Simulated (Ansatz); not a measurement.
Reaction (redistribution): `Cl[SiH2]O[SiH](Cl)Cl` + `C[SiH2]S[SiH2]F` → `C[SiH2]S[SiH](Cl)Cl` + `F[SiH2]O[SiH2]Cl`

Computed with Ansatz on PBE0-D4/def2-TZVP structures; ΔE is electronic, products minus reactants. CCSD(T)/CBS adds triple-zeta CCSD(T) − MP2 to the extrapolated MP2 energy (def2 sets, frozen cores). Functionals use def2-TZVPP. B3LYP here is the variant with VWN-RPA as its local correlation; programs differ in this. One conformer a species, not always the lowest.

`Cl[SiH2]O[SiH](Cl)Cl`:

Z-matrix (Å, degrees):
```
Si
O 1 1.634
Cl 1 2.044 2 109.6
H 1 1.477 2 110.3 3 118.7
H 1 1.474 2 107.6 3 -117.7
Si 2 1.615 1 146.6 3 -75.7
Cl 6 2.037 2 109.9 1 18.6
Cl 6 2.034 2 109.1 1 -100.8
H 6 1.468 2 110.0 1 139.4
```

`C[SiH2]S[SiH2]F`:

```xyz
12

C    -1.351   -0.445   -1.268
Si   -0.933    0.848    0.003
S    -0.148   -0.039    1.804
Si    1.845   -0.321    1.175
F     1.925   -1.348   -0.052
H    -1.771    0.024   -2.162
H    -0.456   -1.001   -1.553
H    -2.082   -1.152   -0.871
H    -2.139    1.595    0.441
H     0.079    1.802   -0.523
H     2.448    0.941    0.693
H     2.584   -0.905    2.315
```

`C[SiH2]S[SiH](Cl)Cl`:

```xyz
12

C     1.044   -0.709    1.156
Si   -0.571    0.203    1.299
S    -1.877   -0.104   -0.397
Si   -0.638    0.390   -2.020
Cl    0.529    2.027   -1.631
Cl    0.622   -1.139   -2.533
H     0.876   -1.770    0.963
H     1.661   -0.305    0.352
H     1.597   -0.609    2.094
H    -1.396   -0.321    2.415
H    -0.359    1.658    1.488
H    -1.489    0.681   -3.186
```

`F[SiH2]O[SiH2]Cl`:

```xyz
9

F    -2.026    1.220    0.536
Si   -0.461    1.254    0.829
O     0.309    0.359   -0.287
Si    0.567   -1.102   -0.951
Cl    0.291   -2.567    0.455
H    -0.247    0.692    2.178
H    -0.003    2.649    0.691
H    -0.398   -1.337   -2.043
H     1.968   -1.167   -1.410
```

Task: Is it downhill or uphill in electronic energy at CCSD(T)/CBS, and by how much? (An estimate is asked.)

Result: The calculation gave: Nearly level: ΔE = -2.0 kJ/mol.

Task: What do these levels give: PBE-D4, PBE0-D4, B3LYP-D4, B2PLYP, PBE, r2SCAN, B3LYP, HF/def2-TZVPP, MP2/def2-TZVPP, HF/def2-QZVPP, HF/CBS(def2), MP2/CBS(def2)? (Best estimate.)

Result: The calculation gave: PBE-D4 -0.7, PBE0-D4 -0.8, B3LYP-D4 -2.0, B2PLYP 0.7, PBE 2.5, r2SCAN 1.6, B3LYP 3.4, HF/def2-TZVPP 4.3, MP2/def2-TZVPP -4.4, HF/def2-QZVPP 4.4, HF/CBS(def2) 4.4, MP2/CBS(def2) -5.3 kJ/mol.

Largest T1 diagnostic among the species: 0.011.

The D4 term adds −5.4 kJ/mol with B3LYP and −3.0 kJ/mol with PBE0; it sums over pairs of atoms, weighted by their polarisabilities, and B3LYP, whose exchange is more repulsive, gets the larger term. In def2-TZVPP, CCSD(T) changes the Hartree–Fock value by −5.3 kJ/mol (the triples alone add −1.1 kJ/mol) and MP2 by −8.7 kJ/mol.
